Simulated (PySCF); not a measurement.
Two-dimensional NMR puzzle

Compound of formula C$_{5}$H$_{9}$B$_{2}$NO$_{2}$. Correlations simulated from computed shifts and the bond graph:

HSQC (one-bond C–H):
```tsv
δH	δC
8.37	141.3
7.20	127.7
6.89	119.6
```

COSY cross peaks (H two or three bonds apart, from the bond graph; peaks can be absent where the dihedral angle is near 90°):
```tsv
δH	δH
8.37	6.89
7.20	6.89
```

HMBC (two and three bonds, from the bond graph):
```tsv
δH	δC
8.37	141.3, 127.7, 119.6
7.20	141.3, 119.6
6.89	141.3, 127.7, 119.6
3.07	141.3
```

PySCF 2.14 calculation with structure optimised with PBE0-D3(BJ)/def2-SVP and shieldings: GIAO KT2/pcSseg-1; no solvent model, non-relativistic, averaged over atoms made equivalent by symmetry, fast rotation or ring inversion, single conformer.

δ = σ(ref) − σ, references computed at the same level: 1H and 13C vs TMS.

Exchangeable hydrogens are left out of these lists.

Question: Assemble the structure.

Answer: SMILES OB(O)[BH2-][n+]1ccccc1.

Atoms are numbered as in `[OH:1][B:2]([OH:3])[BH2-:4][n+:5]1[cH:6][cH:7][cH:8][cH:9][cH:10]1`; H(Xn) means a hydrogen on atom n.

δC 141.3 is C6/C10, an aromatic CH next to a ring nitrogen (δH 8.37). δC 127.7 is C8, an aromatic CH (δH 7.20). δC 119.6 is C7/C9, an aromatic CH (δH 6.89). COSY links 8.37–6.89, 7.20–6.89.

This is the structure that produced the data.

OH/NH shifts are gas-phase values; hydrogen bonding in solution moves them, usually downfield. Hydrogens on boron are broadened and split by 11B (spin 3/2, 80 %) and 10B (spin 3). Shifts are as computed. Against solution values, carbons near 30 ppm lie about +2 ppm off and those near 130 ppm about -5 ppm. Of 1309 compounds with measured shifts, 239 miss one by over three times the rms of a fit or turn the order of signals round; such compounds aren't used in these exercises.
